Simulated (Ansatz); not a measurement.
Consider the ligand exchange at the Si–O bond: `CO[SiH](F)O[SiH2]Cl` + `[OH][GeH3]` → `Cl[SiH2][O][GeH3]` + `CO[SiH](O)F`.

Isolated molecules relaxed with PBE0-D4/def2-TZVP in Ansatz; ΔE leaves out vibrations. CBS: MP2 limit from def2 TZ/QZ plus the TZ coupled-cluster correction, frozen cores. DFT in def2-TZVPP. For Ge outer-core shells are correlated without core-valence functions, which leaves a few kJ/mol of doubt a bond. Scalar relativity is left out up to krypton. Each species was taken in one conformer, which may not be the lowest.

| level | ΔE (kcal/mol) |
| --- | --- |
| PBE | -1.4 |
| PBE0 | -1.5 |
| HF/def2-TZVPP | -1.5 |
| MP2/CBS(def2) | -1.3 |

(1) What does CCSD(T)/CBS give? (An estimate is asked.)

Largest T1 diagnostic among the species: 0.011.

## Answers

(1) Computed: -1.1 kcal/mol. The listed levels differ from it by -0.3, -0.4, -0.4, -0.2 kcal/mol.

The D4 term adds +0.8 kcal/mol with B3LYP and +0.6 kcal/mol with PBE0; it sums over pairs of atoms, weighted by their polarisabilities, and B3LYP, whose exchange is more repulsive, gets the larger term.

B3LYP here is the variant with VWN-RPA as its local correlation; programs differ in this.
